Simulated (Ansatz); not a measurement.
Reaction (formal hydrolysis of a Ge–F bond): `[NH2][Ge]([NH2])([F])[F]` + H₂O → `[NH2][Ge]([NH2])([OH])[F]` + H–F

Computed with Ansatz on PBE0-D4/def2-TZVP structures; ΔE is electronic, products minus reactants. CCSD(T)/CBS is the MP2 limit (def2-TZVPP, def2-QZVPP) plus CCSD(T) − MP2 in def2-TZVPP, frozen cores. This one scheme is used for every species. Functionals use def2-TZVPP. HSE06 is defined as in plane-wave codes. For Ge outer-core shells are correlated without core-valence functions, which leaves a few kJ/mol of doubt a bond. Scalar relativity is left out up to krypton. Each species was taken in one conformer, which may not be the lowest.

Q: Is it downhill or uphill in electronic energy at CCSD(T)/CBS, and by how much? (An estimate is asked.)

A: Ansatz gave: Uphill: ΔE = +6.7 kcal/mol.

Q: What do these levels give: revPBE-D4, CAM-B3LYP-D4, HSE06, BHLYP, CCSD(T)/def2-TZVPP, MP2/CBS(def2)? (Estimate.)

A: The calculation gave: revPBE-D4 7.0, CAM-B3LYP-D4 8.0, HSE06 7.6, BHLYP 8.5, CCSD(T)/def2-TZVPP 6.7, MP2/CBS(def2) 6.1 kcal/mol.

Q: What do rigid-rotor, harmonic-oscillator terms from PBE0-D4/def2-TZVP frequencies (298.15 K, 1 bar) make of the CCSD(T)/CBS value? (An estimate is asked.)

A: Computed: ΔZPE = -0.4 kcal/mol, ΔH = +6.3 kcal/mol, ΔS = 1 J/(mol·K), ΔG = +6.3 kcal/mol.

Largest T1 diagnostic among the species: 0.011.

Leaving LDA and LC-ωPBE aside and taking each functional with its dispersion term where it has one, the values, not all of them listed here, spread over 1.9 kcal/mol, from PBE-QIDH to B97M-V. LDA lies −1.3 kcal/mol from PBE without D4. At CCSD(T), def2-SVP lies +1.7 kcal/mol from the extrapolated value and def2-TZVPP +0.1 kcal/mol. The D4 term adds −0.8 kcal/mol with B3LYP and −0.4 kcal/mol with PBE0; it sums over pairs of atoms, weighted by their polarisabilities, and B3LYP, whose exchange is more repulsive, gets the larger term.

B3LYP here is the variant with VWN-RPA as its local correlation; programs differ in this.
